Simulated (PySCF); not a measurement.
**Mayer bond orders and bond lengths**

C₆H₉FSi.
Atom-mapped SMILES: `[CH:1]#[C:2][Si@:3]1([CH3:4])[CH2:5][C@H:6]([F:7])[CH2:8]1` (hydrogens: H9 on C1; H10, H11, H12 on C4; H13, H14 on C5; H15 on C6; H16, H17 on C8)

Geometry (GFN2-xTB, Å), atoms numbered from 1 in this order:
```xyz
17
C6H9FSi angstrom
C      2.585   -2.012   -0.781
C      1.758   -1.177   -0.530
Si     0.483    0.109   -0.147
C      1.264    1.829    0.025
C     -0.823   -0.398    1.162
C     -1.949   -0.179    0.142
F     -2.831   -1.239    0.094
C     -1.143   -0.024   -1.155
H      3.310   -2.743   -1.001
H      2.003    1.836    0.819
H      1.767    2.115   -0.893
H      0.520    2.586    0.251
H     -0.937    0.181    2.075
H     -0.772   -1.449    1.439
H     -2.559    0.701    0.369
H     -1.216   -0.931   -1.750
H     -1.468    0.807   -1.776
```

Bond orders from the PBE0/pcSseg-1 density (PySCF). The structure is a single GFN2-xTB conformer in the gas phase; no vibrational or solvent corrections.

(1) How far do the computed orders between heavy atoms stray from the drawn ones?

(2) Give the Mayer order of every bond, beside its length.

## Answers

(1) The largest departure is 0.465, at C1–C2 (drawn triple, 2.535). Drawn single, order below 0.88: C6–F7 (0.879). Drawn double or triple, more than 0.30 short of the drawn order: C1–C2 (2.535).

(2) 
```tsv
bond	drawn as	length (Å)	Mayer order
C1–C2	triple	1.202	2.535
C2–Si3	single	1.851	0.912
Si3–C4	single	1.897	0.981
Si3–C5	single	1.917	0.908
C5–C6	single	1.535	1.007
C6–F7	single	1.380	0.879
C6–C8	single	1.535	1.006
C8–Si3	single	1.918	0.908
C1–H9	single	1.052	1.091
C4–H10	single	1.085	0.950
C4–H11	single	1.085	0.950
C4–H12	single	1.086	0.950
C5–H13	single	1.087	0.946
C5–H14	single	1.088	0.927
C6–H15	single	1.095	0.953
C8–H16	single	1.088	0.927
C8–H17	single	1.087	0.946
```

By pair of heavy elements: C–C: lowest C6–C8 and C5–C6 (1.006, 1.535 Å), highest C1–C2 (2.535, 1.202 Å). C–Si: lowest Si3–C5 and C8–Si3 (0.908, 1.917 Å), highest Si3–C4 (0.981, 1.897 Å); in 1 of the 6 pairs the longer bond (by over 0.003 Å) has the higher order (by 0.02 or more). Bonds named together lie within 0.004.

**Question.** Sum the orders of all bonds at each heavy atom with more than one neighbour and set the sums beside the valence in the SMILES.

**Answer.** C1 3.626 (drawn 4), C2 3.447 (drawn 4), Si3 3.709 (drawn 4), C4 3.831 (drawn 4), C5 3.788 (drawn 4), C6 3.845 (drawn 4), C8 3.787 (drawn 4). Orders between atoms that aren't bonded are not in these sums.

Mayer orders depend on the basis set.

The run behind these numbers computed NMR shieldings as well. On one thread of an Intel Xeon at 2.50 GHz (shared host), this took 91 s wall, 78 s CPU and 0.78 GiB of memory at its peak.
